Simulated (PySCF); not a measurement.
**Basis set benchmark on one molecule**

Molecule: SMILES FC(F)(F)C(F)(F)F, C2F6.

Molfile (atoms numbered from 1):
```
C2F6
     RDKit          3D

  8  7  0  0  0  0  0  0  0  0999 V2000
    1.3897   -0.2970   -1.0133 F   0  0  0  0  0  0  0  0  0  0  0  0
    0.7574   -0.0755    0.1279 C   0  0  0  0  0  0  0  0  0  0  0  0
    1.2313    1.0306    0.6793 F   0  0  0  0  0  0  0  0  0  0  0  0
    0.9693   -1.0942    0.9462 F   0  0  0  0  0  0  0  0  0  0  0  0
   -0.7551    0.0779   -0.1342 C   0  0  0  0  0  0  0  0  0  0  0  0
   -0.9672    1.0956   -0.9536 F   0  0  0  0  0  0  0  0  0  0  0  0
   -1.2292   -1.0289   -0.6839 F   0  0  0  0  0  0  0  0  0  0  0  0
   -1.3871    0.3009    1.0070 F   0  0  0  0  0  0  0  0  0  0  0  0
  1  2  1  0
  2  3  1  0
  2  4  1  0
  2  5  1  0
  5  6  1  0
  5  7  1  0
  5  8  1  0
M  END
```

Geometry PBE0-D3(BJ)/def2-SVP throughout; GIAO in PySCF 2.14, gas phase, one conformer, non-relativistic; equivalent atoms averaged; functional PBE0.

Reference values (CCSD(T)/13s9p4d3f; gas (isolated, no vibration); M. E. Harding, PhD thesis, Mainz 2008 (Harding, Lenhart, Auer, Gauss, JCP 2008, 128, 244111)): σ(F1/F3/F4/F6/F7/F8) = 293.4 ppm.

Problem. How do the basis sets STO-3G, pcSseg-0, 6-31G, 6-31G*, cc-pVDZ, def2-SVP, pcSseg-1, aug-cc-pVDZ, 6-311+G(2d,p), cc-pVTZ, def2-TZVP, IGLO-III perform against the reference? Times are CPU seconds on shared hosts with different chips, so compare them loosely.

Solution. 
```
    basis set  functions  F1/F3/F4/F6/F7/F8  abs. error F  core-s
       STO-3G         40              404.5         111.1     2.2
     pcSseg-0         72              280.7          12.7     8.3
        6-31G         72              283.0          10.4     4.5
       6-31G*        112              296.8           3.4      15
      cc-pVDZ        112              295.1           1.7      15
     def2-SVP        112              297.8           4.4      14
     pcSseg-1        136              276.5          16.9      16
  aug-cc-pVDZ        184              286.1           7.3      31
6-311+G(2d,p)        216              273.0          20.4      39
      cc-pVTZ        240              277.4          16.0      46
    def2-TZVP        248              273.9          19.5      50
     IGLO-III        280              271.5          21.9      58
```

For 19F the closest is cc-pVDZ (1.7 ppm) and the furthest STO-3G (111.1 ppm). Where a smaller basis beats a larger one, errors probably cancel. One molecule is a small sample, and the reference may use another geometry.

A small basis that lands close on one nucleus may do so by chance; judge by the trend and by all nuclei.
